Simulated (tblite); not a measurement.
Compound: C₆H₄O₃.
SMILES with atom numbers: `[CH3:1][C:2](=[O:3])[c:4]1[c:5]([CH:6]=[O:7])[c:8]1=[O:9]` (hydrogens: H10, H11, H12 on C1; H13 on C6)

Computed with GFN2-xTB (tblite), gas phase: L-BFGS steps from a force-field or distance-geometry start until the largest atomic force falls under 0.01 eV/Å.

At the end of the run (lengths in Å): C4–C5 1.364, C5–C8 1.448, C2–C4 1.464, C2=O3 1.202, C6=O7 1.200, C8=O9 1.182, C4–C8 1.429, C2–C4–C5 146.7°, C2–C4–C8 150.9°, C6–C5–C8 149.7°, C1–C2–C4 112.3°, C1–C2–C4–C5 -104°, C4–C5–C6–O7 84°, H13–C6–C5–C4 -99°, H10–C1–C2–O3 -124°.

Task: These geometries were met on the way; a selection of coordinates is given. Order them by energy above the end point, lowest first.
A. C4–C5 1.312, C5–C8 1.418, C2–C4 1.432, C2=O3 1.233, C6=O7 1.230, C8=O9 1.159, C4–C8 1.421, C2–C4–C5 154.6°, C2–C4–C8 143.0°, C6–C5–C8 142.5°, C1–C2–C4 118.6°, C1–C2–C4–C5 178°, C4–C5–C6–O7 177°, H13–C6–C5–C4 -4°, H10–C1–C2–O3 179°
B. C4–C5 1.367, C5–C8 1.481, C2–C4 1.477, C2=O3 1.204, C6=O7 1.198, C8=O9 1.184, C4–C8 1.407, C2–C4–C5 143.0°, C2–C4–C8 152.4°, C6–C5–C8 149.9°, C1–C2–C4 114.0°, C1–C2–C4–C5 -171°, C4–C5–C6–O7 98°, H13–C6–C5–C4 -86°, H10–C1–C2–O3 -176°
C. C4–C5 1.366, C5–C8 1.451, C2–C4 1.477, C2=O3 1.206, C6=O7 1.203, C8=O9 1.186, C4–C8 1.434, C2–C4–C5 144.1°, C2–C4–C8 153.5°, C6–C5–C8 153.7°, C1–C2–C4 115.0°, C1–C2–C4–C5 180°, C4–C5–C6–O7 157°, H13–C6–C5–C4 -24°, H10–C1–C2–O3 179°
D. C4–C5 1.365, C5–C8 1.477, C2–C4 1.475, C2=O3 1.205, C6=O7 1.206, C8=O9 1.183, C4–C8 1.413, C2–C4–C5 143.7°, C2–C4–C8 152.1°, C6–C5–C8 148.8°, C1–C2–C4 113.8°, C1–C2–C4–C5 -173°, C4–C5–C6–O7 129°, H13–C6–C5–C4 -55°, H10–C1–C2–O3 178°
E. C4–C5 1.346, C5–C8 1.423, C2–C4 1.467, C2=O3 1.207, C6=O7 1.200, C8=O9 1.191, C4–C8 1.420, C2–C4–C5 152.2°, C2–C4–C8 145.9°, C6–C5–C8 143.8°, C1–C2–C4 114.5°, C1–C2–C4–C5 178°, C4–C5–C6–O7 178°, H13–C6–C5–C4 -3°, H10–C1–C2–O3 179°

Result: B (0.088 eV), D (0.142 eV), C (0.265 eV), E (0.446 eV), A (0.723 eV).

```tsv
step	E above end (eV)	rms distance from the end, all atoms (Å)	largest force (eV/Å)	rms shift of all bonds from the end (Å)
96	0.088	0.987	0.037	0.012
70	0.142	1.037	0.635	0.011
63	0.265	1.131	0.407	0.007
3	0.446	1.181	1.296	0.011
0	0.723	1.180	3.336	0.025
```

Rows stand in the order of the answer.
